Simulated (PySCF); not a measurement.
From one molecule to another.

First species: Heptafluoropropyl bromide, C₃BrF₇.
SMILES: `FC(F)(F)C(F)(F)C(F)(F)Br`

Second species: C₆H₈S.
SMILES: `C=CC(=C)C(C)=S`

Levels: wB97X-D/def2-SVPD for dipole moment, HOMO energy, LUMO energy, HOMO–LUMO gap, static isotropic polarisability and electronic spatial extent ⟨r²⟩ about the centre of nuclear charge; TDDFT wB97X-D/def2-SVPD for lowest singlet excitation; PBE0-D3(BJ)/def2-SVP for rotational constant A and rotational constant C. Geometries: PBE0-D3(BJ)/def2-SVP. All species are isolated and taken at one optimised geometry, non-relativistic unless stated. Electronic properties by PySCF.

Dipoles, sizes and rotational constants follow the conformer. The torsions of the flexible species, by atom-mapped SMILES:
- `[F:1][C:2]([F:3])([F:4])[C:5]([F:6])([F:7])[C:8]([F:9])([F:10])[Br:11]`: F1–C2–C5–F6 65°, C2–C5–C8–F9 64°
- `[CH2:1]=[CH:2][C:3](=[CH2:4])[C:5]([CH3:6])=[S:7]`: C1–C2–C3–C4 176°, C2–C3–C5–C6 127°

Values for the first species:

```
Dipole moment                                                     : 0.55 D
HOMO energy                                                       : -11.22 eV
LUMO energy                                                       : 0.37 eV
HOMO–LUMO gap                                                     : 11.59 eV
Lowest singlet excitation                                         : 6.24 eV
Static isotropic polarisability                                   : 63.8 au
Electronic spatial extent ⟨r²⟩ about the centre of nuclear charge : 2048 bohr²
Rotational constant A                                             : 1.601 GHz
Rotational constant C                                             : 0.503 GHz
```

**Question.** Estimate the same properties for the second species, and the change in each.

**Answer.** 
| property | first | second | second less first |
| --- | --- | --- | --- |
| dipole moment | 0.55 D | 2.70 D | +2.15 D |
| HOMO energy | -11.22 eV | -8.23 eV | +2.99 eV |
| LUMO energy | 0.37 eV | -0.59 eV | -0.96 eV |
| HOMO–LUMO gap | 11.59 eV | 7.64 eV | -3.95 eV |
| lowest singlet excitation | 6.24 eV | 2.37 eV | -3.87 eV |
| static isotropic polarisability | 63.8 au | 97.1 au | +33.3 au |
| electronic spatial extent ⟨r²⟩ about the centre of nuclear charge | 2048 bohr² | 963 bohr² | -1085 bohr² |
| rotational constant A | 1.601 GHz | 2.567 GHz | +0.966 GHz |
| rotational constant C | 0.503 GHz | 1.350 GHz | +0.847 GHz |

On the first: The principal polarisabilities are 56.9, 57.7 and 76.8 au; their mean is the isotropic value. The polarisability is 9.46 Å³ as a volume (1 au = 0.148185 Å³), or 0.55 au for each of the 116 electrons. Relativistic effects, spin–orbit coupling among them, are left out although an element past zinc is present.

On the second: 1 of the 10 computed singlets lies in the visible range (750 to 380 nm, 1.65 to 3.26 eV), with an oscillator strength of 0.000. The dipole equals about 9.0 × 10⁻³⁰ C·m (1 D = 3.33564 × 10⁻³⁰ C·m).
